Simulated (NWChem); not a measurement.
C4H7Cl; SMILES [C@H]1(C[C@H]1Cl)C

```xyz
12

C      0.6863     2.2575     0.0717
C      0.0986     0.9678    -0.4345
C     -1.2903     0.5280    -0.0494
C     -0.0964    -0.1917     0.4883
Cl     0.2615    -1.8254    -0.0644
H      1.7870     2.2229     0.0710
H      0.3574     2.4693     1.1010
H      0.3751     3.1071    -0.5562
H      0.3999     0.6847    -1.4488
H     -1.8644     1.1453     0.6487
H     -1.8897     0.0095    -0.8017
H      0.1607    -0.0675     1.5437
```
Atoms are numbered in this order, from 1.

Program: NWChem. Pople sets run with spherical d functions. Structure relaxed at the PBE0/def2-SVP level. No frequency run checked for a minimum. Vzz is the largest principal value of the second derivative of the potential at the nucleus (NWChem prints the opposite sign); η is the asymmetry. Non-relativistic.

```csv
level,Vzz Cl5 (a.u.),η Cl5,relative time
PBE/6-31G*,3.621,0.02,1
PBE/def2-SVP,3.584,0.02,2
PBE0/cc-pVTZ,3.624,0.02,8
PBE0/def2-TZVP,3.925,0.02,6
```

The last column is a rough cost ratio, cheapest run = 1.
